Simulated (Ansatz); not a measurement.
Relaxation of CH6BNOSSi (12 atoms, charge 0, multiplicity 1), to a largest force component of 0.015 eV/Å in at most 40 steps.

These are results of RKS r2SCAN-D4/6-31G (Ansatz), not measurements.

```xyz
12
Properties=species:S:1:pos:R:3:forces:R:3
C -0.755 -1.102 1.701 -3.12 0.24 -0.72
S 0.140 0.331 2.379 2.01 1.07 0.50
B 1.020 0.710 0.756 0.60 0.12 -2.75
O 2.034 0.305 -0.308 0.63 -1.68 4.24
Si 0.826 1.185 -1.168 -2.08 1.80 1.13
N -0.184 0.089 -2.119 1.58 -0.85 -1.30
H -0.092 -1.821 1.270 0.35 -0.77 -0.10
H -1.458 -0.675 0.896 0.84 -0.98 0.96
H -1.397 -1.507 2.541 0.86 0.21 -0.99
H 1.540 2.253 -1.855 0.05 0.64 -0.81
H -0.025 0.307 -3.114 -0.76 -0.36 -0.05
H 0.192 -0.877 -1.958 -0.95 0.55 -0.10
```

**Question.** Where does it end, and by what steps?

**Answer.** The forces met the threshold. The force dipped under the threshold on the way, but the program's further checks kept it going. Limits of this set-up: no polarisation functions. After 28 steps the energy has fallen by 2.196 eV; S2 moved furthest, 1.32 Å.

| step | energy less start (eV) | largest force component (eV/Å) | accepted |
| --- | --- | --- | --- |
| 0 | 0.0000 | 4.238 | yes |
| 1 | -1.0399 | 2.497 | yes |
| 2 | -1.4244 | 2.231 | yes |
| 3 | -1.6530 | 1.348 | yes |
| 4 | -1.8172 | 0.856 | yes |
| 5 | -1.8881 | 1.006 | yes |
| 6 | -1.9398 | 0.704 | yes |
| 7 | -1.9912 | 1.002 | yes |
| 8 | -2.0813 | 0.308 | yes |
| 9 | -2.1224 | 0.716 | yes |
| 10 | -2.1579 | 0.575 | yes |
| 11 | -2.1765 | 0.276 | yes |
| 12 | -2.1877 | 0.117 | yes |
| 13 | -2.1913 | 0.086 | yes |
| 14 | -2.1928 | 0.036 | yes |
| 15 | -2.1933 | 0.016 | yes |
| 16 | -2.1937 | 0.023 | yes |
| 17 | -2.1939 | 0.034 | yes |
| 18 | -2.1942 | 0.061 | yes |
| 19 | -2.1944 | 0.061 | yes |
| 20 | -2.1948 | 0.078 | yes |
| 21 | -2.1949 | 0.084 | yes |
| 22 | -2.1952 | 0.069 | yes |
| 23 | -2.1955 | 0.038 | yes |
| 24 | -2.1957 | 0.017 | yes |
| 25 | -2.1958 | 0.050 | yes |
| 26 | -2.1960 | 0.016 | yes |
| 27 | -2.1960 | 0.009 | yes |
| 28 | -2.1961 | 0.014 | yes |

```xyz
12
Properties=species:S:1:pos:R:3
C -0.930 -1.046 2.054
S 0.931 -0.687 2.084
B 1.135 0.232 0.528
O 2.151 0.826 -0.132
Si 0.466 0.966 -1.171
N 0.471 0.121 -2.694
H -1.065 -2.127 2.101
H -1.352 -0.644 1.130
H -1.381 -0.564 2.923
H 0.368 2.428 -1.474
H 0.704 0.571 -3.568
H 0.345 -0.878 -2.763
```

Whether the end is a true minimum wasn't checked by a vibrational analysis.

Run time: 5.1 min on 1 thread of Arm Neoverse V1, with other jobs on the host, peak memory 0.26 GiB.
